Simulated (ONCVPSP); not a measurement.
# indium (In): excitation energies, all-electron against ONCV

In, optimised norm-conserving Vanderbilt (ONCV), made with ONCVPSP 4.0.1 (LDA (Perdew-Zunger), fully relativistic). Core [Kr] 4d10, reference 5s2 5p1. Waves: 5s: rc 1.70 bohr, ncon 3, nbas 7, qcut 4 1/bohr, 3 projectors, debl 0.8 Ha; 5p: rc 2.25 bohr, ncon 3, nbas 7, qcut 3.7 1/bohr, 2 projectors, debl 1.6 Ha. Local part: polynomial inside 1.50 bohr (lpopt 3, dvloc0 0 Ha). Core correction: Teter function, fcfact 5, rcfact 1.5.

Open shells are filled in proportion to 2j + 1.

Energies are relative to the spin-unpolarised reference configuration 5s2 5p1; without spin polarisation the order of configurations can differ from experiment.

```tsv
valence configuration	charge	ΔE all-electron (eV)	error AE − PS (meV)
5s2 5p0	+1	5.606	-46
5s1 5p0	+2	25.267	-337
5s2 5p0.5	+0.5	2.051	-7.8
```

Q: What are ΔE and the potential's error for 5s1 5p1?

A: ΔE = 12.287 eV all-electron; the error (AE − PS) is -72 meV.

Levels in the configuration 5s1 5p1:

```csv
level,all-electron (eV),pseudo (eV)
5s j=1/2,-16.293,-16.459
5p j=3/2,-9.360,-9.485
5p j=1/2,-9.838,-9.969
```

Note: ghosts flagged at negative energy: s at -120.9 eV; GHOST(+) flagged for p3/2 at 82.2 eV. A true bound ghost makes a file unfit for plane-wave use.
